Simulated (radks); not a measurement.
Lu4+, configuration [Kr] 4d10 4f13 5s2 5p5.75 5d0.25 (fractional occupations, a model configuration). Method: Dirac Kohn-Sham, exchange-only PBE, spin-unpolarised, spherical densities, point nucleus; open shells fill j = l - 1/2 first; computed with a radial shooting solver on a logarithmic mesh with Libxc functionals.

X-ray form factor f0, the Fourier transform of the density (f0(0) = 67):

| sin(theta)/lambda (1/angstrom) | f0 (electrons) |
|---|---|
| 0.05 | 66.460 |
| 0.1 | 64.911 |
| 0.15 | 62.541 |
| 0.2 | 59.607 |
| 0.25 | 56.369 |
| 0.3 | 53.048 |
| 0.4 | 46.735 |
| 0.5 | 41.261 |
| 0.6 | 36.641 |
| 0.8 | 29.353 |
| 1 | 24.025 |
| 1.25 | 19.557 |
| 1.5 | 16.781 |
| 2 | 13.272 |
